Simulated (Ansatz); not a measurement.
# A geometry optimisation of C4H6N2O2Si with PBE0-D3(BJ)/def2-SVP

The starting geometry of this gas-phase singlet was optimised with GFN2-xTB; its bonds are those of `O=C(O)c1nccn1[SiH3]`.

```
atom    x (Å)    y (Å)    z (Å)
   C  -0.8879   0.1790  -0.2057
   C   0.5333   0.1716   0.0037
   C   2.6404   0.2953  -0.0852
   C   2.3122  -0.1490   1.1775
   N   1.5232   0.4912  -0.8064
   N   0.9671  -0.2277   1.2342
   O  -1.6420  -0.1629   0.6977
   O  -1.3301   0.5641  -1.3915
  Si  -0.1260  -0.7206   2.5427
   H  -2.3007   0.5284  -1.4146
   H   3.6091   0.4805  -0.5050
   H   2.9278  -0.4067   2.0144
   H  -0.7623  -1.9756   2.1794
   H   0.8850  -1.0253   3.5738
   H  -0.8704   0.4407   3.0003
```

**Question.** Predict what it relaxes into with PBE0-D3(BJ)/def2-SVP.

**Answer.** It keeps its bonds, and is `O=C(O)c1nccn1[SiH3]`.

The energy falls by 0.15 eV over 8 steps:

| step | E − E(last) (eV) |
| --- | --- |
| 1 | 0.152 |
| 2 | 0.031 |
| 3 | 0.008 |
| 4 | 0.002 |
| 5 | 0.000 |
| 6 | 0.000 |
| 7 | 0.000 |
| 8 | 0.000 |

Final geometry (Å):

```xyz
15

C    -0.9241    0.1991   -0.2680
C     0.5144    0.1786   -0.0200
C     2.6278    0.3005   -0.1026
C     2.3083   -0.1452    1.1667
N     1.5001    0.4976   -0.8294
N     0.9438   -0.2242    1.2211
O    -1.7113   -0.1311    0.6002
O    -1.2886    0.5938   -1.4759
Si   -0.0681   -0.7459    2.6240
H    -2.2572    0.5584   -1.4987
H     3.6197    0.4844   -0.5142
H     2.9348   -0.4064    2.0168
H    -0.8058   -1.9981    2.3302
H     0.9958   -1.0413    3.6327
H    -0.9108    0.3630    3.1324
```

No frequencies were run, so the end isn't proven a minimum. Run with Ansatz 0.2.0, 22 s on 4 threads of Arm Neoverse V2, on a shared host.
